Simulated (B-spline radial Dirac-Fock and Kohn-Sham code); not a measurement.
The computed values come from a radial finite-basis atomic code: Dirac-Fock (average of configuration) total-energy differences with a finite nucleus, the Breit interaction including its frequency dependence, and self-energy and vacuum-polarisation corrections. Correlation energy is missing from these numbers.

Q: An atom or ion in its tabulated ground configuration has these computed binding energies (the last is its least bound level). Which is it?

```
level  binding energy (eV)
    K              39069.2
   L1               6416.0
   L2               6035.8
   N2                358.4
   N3                340.8
   N5                235.7
   O1                149.7
```

A: La⁹⁺: Z = 57 with 48 electrons, [Kr] 4d10 5s2. The hydrogen-like estimate √(E/Ry) = 53.6 for the K level lies 3.4 below Z (screening lowers it, relativity raises it); the outermost level, at 149.7 eV, fixes the charge.

Q: Identify the element and charge state from the binding energies below (tabulated ground configuration; the least bound level is included).

| level | binding energy (eV) |
| --- | --- |
| 1s | 10927.6 |
| 2s | 1856.2 |
| 2p1/2 | 1696.3 |
| 3s | 606.3 |
| 3p | 550.9 |

A: Ga¹⁵⁺: Z = 31 with 16 electrons, [Ne] 3s2 3p4. The hydrogen-like estimate √(E/Ry) = 28.3 for the K level lies 2.7 below Z; the outermost level, at 550.9 eV, fixes the charge.

Q: An atom or ion in its tabulated ground configuration has these computed binding energies (the last is its least bound level). Which is it?

```
level  binding energy (eV)
   L2               8422.0
   L3               7684.2
   M1               2138.2
   M3               1783.8
   M5               1411.8
   N3                455.3
 O2,3                156.9
```

A: Tb⁹⁺: Z = 65 with 56 electrons, [Kr] 4d10 4f6 5s2 5p2.

Q: Identify the element and charge state from the binding energies below (tabulated ground configuration; the least bound level is included).

```csv
level,binding energy (eV)
K,90879.1
M1,4355.9
M3,3531.8
M4,3038.8
N5,782.9
N7,494.8
"O2,3",404.9
```

A: Bi¹⁶⁺: Z = 83 with 67 electrons, [Kr] 4d10 4f14 5s2 5p5. The hydrogen-like estimate √(E/Ry) = 81.7 for the K level lies 1.3 below Z (screening lowers it, relativity raises it); the outermost level, at 404.9 eV, fixes the charge.
